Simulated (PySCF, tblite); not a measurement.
Isomers of C3H11NSi3. Computed values, GFN2-xTB/tblite, gas phase, harmonic and unscaled. Errors from tens to a few hundred cm⁻¹ against measured bands are possible. Modes of hydrogen on silicon can be 10 to 20 % off. One conformer each.

Electronic energies: PBE0/pcSseg-1 single points on the GFN2-xTB geometries (PySCF, gas phase).

```json
{"SMILES": "C[Si@@]([SiH3])(C#N)C[SiH3]", "electronic energy, lowest = 0 (kJ/mol)": "0.0"}
{"SMILES": "C[Si]([SiH3])([SiH3])CC#N", "electronic energy, lowest = 0 (kJ/mol)": "40.8"}
{"SMILES": "C#C[Si@@H](N)C[SiH2][SiH3]", "electronic energy, lowest = 0 (kJ/mol)": "95.1"}
{"SMILES": "C[C@@H](C#N)[SiH]([SiH3])[SiH3]", "electronic energy, lowest = 0 (kJ/mol)": "81.8"}
```

Task: How do GFN2-xTB zero-point energies change the relative energies?

Result: 
| SMILES | ZPE (kJ/mol) | of it from modes above 1550 cm⁻¹ | electronic (kJ/mol) | with ZPE, lowest = 0 (kJ/mol) | lowest mode (cm⁻¹) | rings |
| --- | --- | --- | --- | --- | --- | --- |
| C[Si@@]([SiH3])(C#N)C[SiH3] | 315.0 | 184.4 | 0.0 | 0.0 | 29 | 0 |
| C[Si]([SiH3])([SiH3])CC#N | 315.0 | 184.4 | 40.8 | 40.8 | 19 | 0 |
| C[C@@H](C#N)[SiH]([SiH3])[SiH3] | 313.2 | 178.7 | 81.8 | 80.0 | 32 | 0 |
| C#C[Si@@H](N)C[SiH2][SiH3] | 313.2 | 189.6 | 95.1 | 93.3 | 18i | 0 |

The zero-point energies span 1.8 kJ/mol, from `C[C@@H](C#N)[SiH]([SiH3])[SiH3]` to `C[Si@@]([SiH3])(C#N)C[SiH3]`. Slightly imaginary modes are left out of the zero-point energy: `C#C[Si@@H](N)C[SiH2][SiH3]` 18.2i cm⁻¹. The order is unchanged.

Task: And how do the electronic energies of GFN2-xTB itself compare?

Result: `C[Si@@]([SiH3])(C#N)C[SiH3]` 35.7; `C[Si]([SiH3])([SiH3])CC#N` 18.3; `C[C@@H](C#N)[SiH]([SiH3])[SiH3]` 0.0; `C#C[Si@@H](N)C[SiH2][SiH3]` 63.5 kJ/mol, lowest = 0. Against the energies above, taken from the same isomer `C[Si@@]([SiH3])(C#N)C[SiH3]`, the largest difference is 117.5 kJ/mol.
